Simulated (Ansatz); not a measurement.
Geometry optimisation, RKS PBE0-D4/cc-pVDZ (Ansatz).

input.yaml

```yaml
crystal:
  periodic: [false, false, false]
  atoms:
    - { symbol: B, position_ang: [-0.08644, -0.478856, 0.104383] }
    - { symbol: O, position_ang: [-0.372789, -0.520604, 1.468783] }
    - { symbol: H, position_ang: [-1.322244, -0.556654, 1.622817] }
    - { symbol: F, position_ang: [1.196245, -0.678396, -0.245259] }
    - { symbol: "N", position_ang: [-1.063667, -0.347153, -0.902382] }
    - { symbol: H, position_ang: [-2.038333, -0.150672, -0.725556] }
    - { symbol: H, position_ang: [-0.802435, -0.271188, -1.874787] }
    - { symbol: "N", position_ang: [0.375425, 2.180116, 0.62532] }
    - { symbol: H, position_ang: [1.193163, 2.667392, 0.997905] }
    - { symbol: C, position_ang: [-0.578254, 3.123497, 0.072858] }
    - { symbol: H, position_ang: [-1.399894, 2.562742, -0.408568] }
    - { symbol: H, position_ang: [-1.031818, 3.841429, 0.788641] }
    - { symbol: H, position_ang: [-0.090208, 3.712272, -0.723401] }
    - { symbol: H, position_ang: [-0.028552, 1.663575, 1.430346] }
basis:
  gaussian: { orbitals: cc-pVDZ }
hamiltonian:
  xc: pbe0
  dispersion: d4
relax:
  f_tol: 0.03
  max_steps: 50
```

Run as:

```bash
$ ansatz run input.yaml --threads 4 --pin off --max-ram 5120MiB --backend cpu --events-out ev --progress --plain --runs-dir out
```

Task: Where does it end, and by what steps?

Result: The forces met the threshold. After 31 steps the energy has fallen by 0.293 eV; H13 moved furthest, 1.45 Å. Joined: B1–N8 (2.75 → 1.71 Å).

```json
{"step": "0", "energy less start (eV)": "0.0000", "largest force component (eV/Å)": "0.626", "accepted": "yes"}
{"step": "2", "energy less start (eV)": "-0.0228", "largest force component (eV/Å)": "0.307", "accepted": "yes"}
{"step": "4", "energy less start (eV)": "-0.0322", "largest force component (eV/Å)": "0.075", "accepted": "yes"}
{"step": "6", "energy less start (eV)": "-0.0375", "largest force component (eV/Å)": "0.074", "accepted": "yes"}
{"step": "8", "energy less start (eV)": "-0.0435", "largest force component (eV/Å)": "0.305", "accepted": "yes"}
{"step": "10", "energy less start (eV)": "-0.0552", "largest force component (eV/Å)": "0.150", "accepted": "yes"}
{"step": "12", "energy less start (eV)": "-0.0654", "largest force component (eV/Å)": "0.159", "accepted": "yes"}
{"step": "14", "energy less start (eV)": "-0.0760", "largest force component (eV/Å)": "0.245", "accepted": "yes"}
{"step": "16", "energy less start (eV)": "-0.0846", "largest force component (eV/Å)": "0.103", "accepted": "yes"}
{"step": "18", "energy less start (eV)": "-0.1493", "largest force component (eV/Å)": "1.346", "accepted": "yes"}
{"step": "20", "energy less start (eV)": "-0.2291", "largest force component (eV/Å)": "0.632", "accepted": "yes"}
{"step": "22", "energy less start (eV)": "-0.2678", "largest force component (eV/Å)": "0.180", "accepted": "yes"}
{"step": "24", "energy less start (eV)": "-0.2777", "largest force component (eV/Å)": "0.125", "accepted": "yes"}
{"step": "26", "energy less start (eV)": "-0.2840", "largest force component (eV/Å)": "0.232", "accepted": "yes"}
{"step": "28", "energy less start (eV)": "-0.2915", "largest force component (eV/Å)": "0.137", "accepted": "yes"}
{"step": "30", "energy less start (eV)": "-0.2929", "largest force component (eV/Å)": "0.051", "accepted": "yes"}
{"step": "31", "energy less start (eV)": "-0.2930", "largest force component (eV/Å)": "0.010", "accepted": "yes"}
```

```xyz
14
Properties=species:S:1:pos:R:3
B -0.145 0.193 0.296
O -1.037 0.032 1.401
H -1.483 -0.816 1.304
F 1.136 -0.384 0.437
N -0.713 -0.062 -1.034
H -1.629 0.301 -1.262
H -0.102 -0.060 -1.842
N 0.277 1.832 0.545
H 1.108 2.026 -0.015
C -0.795 2.788 0.275
H -1.646 2.524 0.914
H -0.490 3.828 0.462
H -1.097 2.671 -0.774
H 0.568 1.876 1.524
```

Whether the end is a true minimum wasn't checked by a vibrational analysis.

Run time: 83 s on 4 threads of Arm Neoverse V1 (shared host), peak memory 0.3 GiB.
